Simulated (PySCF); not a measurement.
A PySCF script (with the pyscf-properties extension) for the NMR shieldings of `FCC[SiH2]C#C[SiH2]Cl`, C₄H₈ClFSi₂, on a GFN2-xTB geometry:

```python
import basis_set_exchange as bse
import numpy as np
from pyscf import gto, dft
from pyscf.prop import nmr

atoms = """
F    -2.626380   -0.014887   -1.214190
C    -1.604627   -0.933372   -1.112444
C    -1.520505   -1.478535    0.300886
Si   -1.200459   -0.105921    1.593446
C     0.439483    0.626533    1.128710
C     1.507332    1.076988    0.775766
Si    3.144462    1.721419    0.207110
Cl    3.739374    0.573832   -1.353461
H    -0.686153   -0.408436   -1.395049
H    -1.824434   -1.717379   -1.846454
H    -2.448882   -2.003450    0.530214
H    -0.719320   -2.217344    0.322658
H    -1.092950   -0.720471    2.921829
H    -2.232219    0.928832    1.538002
H     2.997468    3.097700   -0.257168
H     4.120211    1.583435    1.284925
"""
names = dict.fromkeys(["F", "C", "Si", "Cl", "H"], "pcSseg-1")
basis = {el: gto.basis.parse(bse.get_basis(n, elements=[el], fmt="nwchem")) for el, n in names.items()}
mol = gto.M(atom=atoms, basis=basis, charge=0, verbose=0)
mf = dft.RKS(mol, xc="PBE0")
mf.grids.level = 2
mf.grids.alignment = dft.numint.BLKSIZE   # the property module wants whole blocks of grid points
mf.conv_tol = 1e-9
mf.kernel()

calc = nmr.RKS(mf)   # GIAO
C = mf.mo_coeff
Co = C[:, mf.mo_occ > 0]
resp = mf.gen_response(singlet=True, hermi=2)
def vind(x):   # induced exchange potential for any number of trial vectors
    d = np.einsum("pi,xij,qj->xpq", C, 2 * x.reshape(-1, C.shape[1], Co.shape[1]), Co, optimize=True)
    return np.einsum("xpq,pi,qj->xij", resp(d - d.transpose(0, 2, 1)), C, Co, optimize=True).ravel()
mo1, _ = nmr.rhf.solve_mo1(calc, with_cphf=vind)
sigma = calc.kernel(mo1)
for i, s in enumerate(sigma):   # ppm
    print("%2d %-2s %9.2f" % (i, mol.atom_pure_symbol(i), np.trace(s) / 3))
```

Q: What are the results?

A: 
```
 0 F     412.93
 1 C     103.82
 2 C     168.42
 3 Si    418.56
 4 C      68.14
 5 C      70.36
 6 Si    396.68
 7 Cl    991.09
 8 H      26.59
 9 H      26.50
10 H      30.29
11 H      30.80
12 H      27.27
13 H      27.11
14 H      26.44
15 H      26.47
```

These numbers come from an equivalent density-fitted implementation of the same equations, which agrees with the script to about 0.01 ppm for H and up to a few tenths of a ppm for heavy atoms, so last digits may differ.

Q: Turn these shieldings into chemical shifts. Referencing at the same level of theory: $^{19}$F (170.95 ppm) against CFCl3; TMS for $^{13}$C (186.93 ppm) and $^{29}$Si (349.16 ppm) and $^{1}$H (31.72 ppm); HCl for $^{35}$Cl (949.78 ppm).

A: Averaging equivalent atoms: F 0: -242.0; C 4: 118.8; C 5: 116.6; C 1: 83.1; C 2: 18.5; Si 6: -47.5; Si 3: -69.4; Cl 7: -41; H 14/15: 5.26; H 8/9: 5.17; H 12/13: 4.53; H 10/11: 1.17 ppm. Unscaled 19F shifts against computed CFCl3 carry errors that often reach 10 to 50 ppm.

Size and cost of the density-fitted run: 197 basis functions, 65 s wall time on 1 thread of an Arm Neoverse N1, shared host; peak memory 0.87 GiB.
